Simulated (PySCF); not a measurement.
```xyz
11

C     -1.5638     0.4386     0.3724
N     -0.1886     0.8356     0.1620
C      0.6821    -0.0868     0.0780
N      1.9967     0.1623    -0.2193
O      0.4792    -1.4309     0.2088
H     -1.7186    -0.0928     1.3262
H     -2.1920     1.3289     0.4078
H     -1.9576    -0.1971    -0.4369
H      2.6595    -0.5146     0.1231
H      2.2595     1.1275    -0.1046
H     -0.4564    -1.5706     0.4037
```

Charge 0, multiplicity 1.

Question: Give the Mulliken and meta-Löwdin atomic charges from r2SCAN-D4/def2-TZVP (PySCF).

Answer: 
| atom | Mulliken (e) | meta-Löwdin (e) |
|---|---|---|
| C1 | -0.29 | -0.25 |
| N2 | -0.33 | -0.40 |
| C3 | 0.35 | 0.41 |
| N4 | -0.46 | -0.45 |
| O5 | -0.42 | -0.49 |
| H6 | 0.10 | 0.09 |
| H7 | 0.12 | 0.13 |
| H8 | 0.11 | 0.09 |
| H9 | 0.24 | 0.25 |
| H10 | 0.25 | 0.26 |
| H11 | 0.33 | 0.36 |
